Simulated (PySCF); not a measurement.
`O=C(Br)C(F)=C(F)F`, C$_{3}$BrF$_{3}$O

Geometry:
```json
{"atom": "O1", "x (Å)": "1.608", "y (Å)": "0.654", "z (Å)": "-1.008"}
{"atom": "C2", "x (Å)": "1.233", "y (Å)": "0.086", "z (Å)": "-0.037"}
{"atom": "Br3", "x (Å)": "2.486", "y (Å)": "-0.586", "z (Å)": "1.276"}
{"atom": "C4", "x (Å)": "-0.157", "y (Å)": "-0.199", "z (Å)": "0.336"}
{"atom": "F5", "x (Å)": "-0.381", "y (Å)": "-0.856", "z (Å)": "1.478"}
{"atom": "C6", "x (Å)": "-1.208", "y (Å)": "0.169", "z (Å)": "-0.415"}
{"atom": "F7", "x (Å)": "-2.459", "y (Å)": "-0.072", "z (Å)": "-0.107"}
{"atom": "F8", "x (Å)": "-1.112", "y (Å)": "0.814", "z (Å)": "-1.548"}
```

Level of theory: GIAO B3LYP/pcSseg-1 magnetisability, rotational g tensor and spin-rotation constants, non-relativistic, gas phase (PySCF). Geometry: GFN2-xTB.

The calculation is non-relativistic, which matters for the atoms heavier than Zn.

Q: How diamagnetic is it, and how anisotropic?

A: Isotropic -1081 × 10⁻³⁰ J/T², or -65.1 × 10⁻⁶ cm³/mol; principal values -1182, -1105, -957 × 10⁻³⁰ J/T², anisotropy 198 × 10⁻³⁰ J/T² (root of half the summed squared differences of the principal values). The susceptibility is in cgs units.

Q: Split it along the inertial axes a, b, c into diamagnetic and paramagnetic parts about the centre of mass, with the quadrupole moment.

A: 
| axis | χ (10⁻⁶ cm³/mol) | diamagnetic (10⁻⁶ cm³/mol) | paramagnetic (10⁻⁶ cm³/mol) | summed x² of all electrons (Å²) | quadrupole Θ (D Å) |
| --- | --- | --- | --- | --- | --- |
| a | -65.8 | -421.1 | 355.4 | 332.3 | +4.53 |
| b | -58.4 | -1456.7 | 1398.3 | 88.2 | -8.07 |
| c | -71.2 | -1783.8 | 1712.6 | 11.1 | +3.54 |

Anisotropies 2χaa − χbb − χcc = -2.0 and 2χbb − χaa − χcc = +20.1 × 10⁻⁶ cm³/mol. Θ is traceless in Buckingham's convention.

Q: And the rotational g tensor?

A: 
```csv
axis,rotational constant (GHz),g,nuclear part,electronic part
a,3.2415,-0.0535,0.4877,-0.5412
b,0.7285,-0.0120,0.4666,-0.4786
c,0.5948,-0.0081,0.4704,-0.4786
```
Asymmetric top; isotopes 79Br, 12C, 19F, 16O; no vibrational averaging.
